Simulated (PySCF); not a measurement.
# Cu₂⁻: one state, many levels of theory

State: doublet, unpaired electrons σ ↑. Set-up: PySCF, no relativity, basis sets Cu def2-TZVPPD. De refers to Cu (3d10 4s1) + Cu⁻ (3d10 4s2) in their ground configurations, without counterpoise correction. The functionals are run spin-unrestricted.

```tsv
Level	Re (Å)	ωe (cm⁻¹)	De (eV)	CPU s a point (SCF and correlation, without the integrals)
ROHF-MP2	2.353	210	n/a	5.9
ROHF-SCS-MP2	2.394	193	n/a	n/a
PBE	2.371	201	1.88	1.9
PW91	2.363	203	1.90	1.2
r²SCAN	2.327	213	n/a	2
M06-L	2.378	198	1.76	2.3
PBE0	2.406	185	n/a	4.7
B97-3	2.490	159	n/a	3.3
HSE06	2.396	189	n/a	6.4
M06-2X	2.602	139	n/a	4.2
B2PLYP	2.389	194	n/a	5.8
```

(1) What does a quarter of exact exchange do here, going from PBE to PBE0?

(2) What does the step from GGA to meta-GGA do here, going from PBE to r²SCAN?

Correlated steps freeze 10 core orbitals. The highest Kohn–Sham level is positive in this anion. Much of that is self-interaction error, but it also means that the finite basis helps to hold the extra electron. B2PLYP dipoles, levels and charges come from its SCF part alone. The state is the lowest single determinant that the PBE0 search found; with open d or f shells the true ground state can be another one.

The whole job (state search and all levels along the bond) took about 6 min on 2 threads of Intel Xeon 6975P-C (shared host), peak memory 9.2 GiB.

Answers

(1) PBE0 less PBE: +3.5 pm in Re, -8.0 % in ωe. Exact exchange removes part of the self-interaction that spreads semilocal densities, and in most molecules shortens and stiffens the bond and lowers De; here Re and ωe go the other way.

(2) r²SCAN less PBE: -4.4 pm in Re, +6.0 % in ωe.
